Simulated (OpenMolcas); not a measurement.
## Multiconfigurational calculation on B

Input:

```
&GATEWAY
Coord
1

B 0.0 0.0 0.0
Basis=ANO-RCC
Group=XYZ
NoMove
AngMom=0.0 0.0 0.0
AMFI
&SEWARD
* reference wave functions (RASSCF and RASSI steps not shown): 3 electrons in 9 orbitals (RAS2 2s 2p; RAS3 3d, at most 2 electrons)
>>> COPY JOB002 $Project.JobIph
&CASPT2
Multistate=3 1 2 3
Frozen=0 0
IPEA=0.25
Imaginary=0.3
MaxIter=60
WThr=0.0 0.3 0.05
PrWF=0.5
NoMix
>>> COPY JOB003 $Project.JobIph
&CASPT2
Multistate=3 1 2 3
Frozen=0 0
IPEA=0.25
Imaginary=0.3
MaxIter=60
WThr=0.0 0.3 0.05
PrWF=0.5
NoMix
>>> COPY JOB004 $Project.JobIph
&CASPT2
Multistate=5 1 2 3 4 5
Frozen=0 0
IPEA=0.25
Imaginary=0.3
MaxIter=60
WThr=0.0 0.3 0.05
PrWF=0.5
NoMix
```

Launched by
```bash
OMP_NUM_THREADS=1 MOLCAS_MEM=2252 MOLCAS_PROJECT=a pymolcas a.inp > a.log  # once for each step of the input, in one work folder
```

Output, cut to the results:

```
--- CASPT2 ---
Orbital specifications:
      -----------------------

      Symmetry species                           1   2
                                                ag  au
      Frozen orbitals                            0   0
      Inactive orbitals                          1   0
      Active orbitals                            6   3
      Secondary orbitals                        45  42
      Deleted orbitals                           0   0
      Number of basis functions                 52  45
Type of calculation                        MS-CASPT2
      Fock operator                              state-specific
      IPEA shift                                 0.25
      Real shift                                 0.00
      Imaginary shift                            0.30
      The input orbitals will be transformed to quasi-canonical
Reference energy:         -24.5915212540
      E2 (Non-variational):      -0.0589510827
      Shift correction:          -0.0004810533
      E2 (Variational):          -0.0594321360
      Total energy:             -24.6509533900
      Residual norm:              0.0000004646
      Reference weight:           0.99260
      Contributions to the CASPT2 correlation energy
      Active & Virtual Only:         -0.0132837325
      One Inactive Excited:          -0.0070735668
      Two Inactive Excited:          -0.0385937834
Reference energy:         -24.5915212540
      E2 (Non-variational):      -0.0589653519
      Shift correction:          -0.0004830970
      E2 (Variational):          -0.0594484489
      Total energy:             -24.6509697029
      Residual norm:              0.0000004700
      Reference weight:           0.99258
      Contributions to the CASPT2 correlation energy
      Active & Virtual Only:         -0.0132979630
      One Inactive Excited:          -0.0070736055
      Two Inactive Excited:          -0.0385937834
::    CASPT2 Root  1     Total energy:    -24.65095339
::    CASPT2 Root  2     Total energy:    -24.65096970
::    CASPT2 Root  3     Total energy:    -24.65098136
::    MS-CASPT2 Root  1     Total energy:    -24.65098136
::    MS-CASPT2 Root  2     Total energy:    -24.65096970
::    MS-CASPT2 Root  3     Total energy:    -24.65095339
--- CASPT2 ---
Orbital specifications:
      -----------------------

      Symmetry species                           1   2
                                                ag  au
      Frozen orbitals                            0   0
      Inactive orbitals                          1   0
      Active orbitals                            6   3
      Secondary orbitals                        45  42
      Deleted orbitals                           0   0
      Number of basis functions                 52  45
Type of calculation                        MS-CASPT2
      Fock operator                              state-specific
      IPEA shift                                 0.25
      Real shift                                 0.00
      Imaginary shift                            0.30
      The input orbitals will be transformed to quasi-canonical
Reference energy:         -24.4668181989
      E2 (Non-variational):      -0.0539793678
      Shift correction:          -0.0002953962
      E2 (Variational):          -0.0542747640
      Total energy:             -24.5210929630
      Residual norm:              0.0000008104
      Reference weight:           0.99462
      Contributions to the CASPT2 correlation energy
      Active & Virtual Only:         -0.0078243535
      One Inactive Excited:          -0.0073290279
      Two Inactive Excited:          -0.0388259864
Reference energy:         -24.4668181989
      E2 (Non-variational):      -0.0539793685
      Shift correction:          -0.0002953964
      E2 (Variational):          -0.0542747649
      Total energy:             -24.5210929638
      Residual norm:              0.0000008104
      Reference weight:           0.99462
      Contributions to the CASPT2 correlation energy
      Active & Virtual Only:         -0.0078243546
      One Inactive Excited:          -0.0073290274
      Two Inactive Excited:          -0.0388259864
::    CASPT2 Root  1     Total energy:    -24.52109296
::    CASPT2 Root  2     Total energy:    -24.52109296
::    CASPT2 Root  3     Total energy:    -24.52109297
::    MS-CASPT2 Root  1     Total energy:    -24.52109297
::    MS-CASPT2 Root  2     Total energy:    -24.52109296
::    MS-CASPT2 Root  3     Total energy:    -24.52109296
--- CASPT2 ---
Orbital specifications:
      -----------------------

      Symmetry species                           1   2
                                                ag  au
      Frozen orbitals                            0   0
      Inactive orbitals                          1   0
      Active orbitals                            6   3
      Secondary orbitals                        45  42
      Deleted orbitals                           0   0
      Number of basis functions                 52  45
Type of calculation                        MS-CASPT2
      Fock operator                              state-specific
      IPEA shift                                 0.25
      Real shift                                 0.00
      Imaginary shift                            0.30
      The input orbitals will be transformed to quasi-canonical
Reference energy:         -24.3605863592
      E2 (Non-variational):      -0.0680325452
      Shift correction:          -0.0013872035
      E2 (Variational):          -0.0694197487
      Total energy:             -24.4300061079
      Residual norm:              0.0000004364
      Reference weight:           0.98572
      Contributions to the CASPT2 correlation energy
      Active & Virtual Only:         -0.0216951933
      One Inactive Excited:          -0.0075020228
      Two Inactive Excited:          -0.0388353291
Reference energy:         -24.3605863592
      E2 (Non-variational):      -0.0680321937
      Shift correction:          -0.0013872020
...
```

Levels above the lowest, from the spin-orbit matrix with the single-state CASPT2 energies, averaged by term, on its diagonal:

| Configuration | Term | J | E (cm⁻¹) | Measured (cm⁻¹) | g | Term weight % |
| --- | --- | --- | --- | --- | --- | --- |
| 2s² 2p | ²P° | 1/2 | 0.0 | 0.0 | 0.666 | 100 |
| 2s² 2p | ²P° | 3/2 | 14.5 | 15.3 | 1.334 | 100 |
| 2s 2p² | ⁴P | 1/2 | 28505 | 28870 | 2.671 | 100 |
| 2s 2p² | ⁴P | 3/2 | 28511 | 28875 | 1.735 | 100 |
| 2s 2p² | ⁴P | 5/2 | 28519 | 28881 | 1.601 | 100 |
| 2s 2p² | ²D | 3/2 | 48505 | 47857 | 0.800 | 100 |
| 2s 2p² | ²D | 5/2 | 48505 | 47857 | 1.200 | 100 |

Against the 6 measured excited levels shown (NIST Handbook of Basic Atomic Spectroscopic Data) the mean absolute deviation is 400 cm-1; the largest miss in energy is 2s 2p² ²D_5/2: computed 48505, measured 47857 cm⁻¹ (+1.4 %), and the largest in proportion 2s² 2p ²P°_3/2 (-4.9 %).

Active for correlation alone: 3d; no level in the range computed is led by a configuration that fills it, so any true level of that kind is missing. Measured partners are found by configuration, term and J. A level has none where our copy of the source lacks it or the pairing is in doubt (some pairs that miss far off the trend of their configuration count as doubtful), and it then counts in no deviation. Only configurations of the active space appear. The first state left out of the spin-orbit step lies near 71000 cm-1 above the lowest spin-free state of the reference (among the parities and spins computed), and the list stops at four fifths of that energy or lower.

The CASPT2 steps took 16 s on 1 thread of Intel(R) Xeon(R) Platinum 8488C (Sapphire Rapids), with other jobs on the host; the integral step is not counted.

The term weight is that of the spin-free term in the level, not the purity of its configuration. ° marks odd parity.
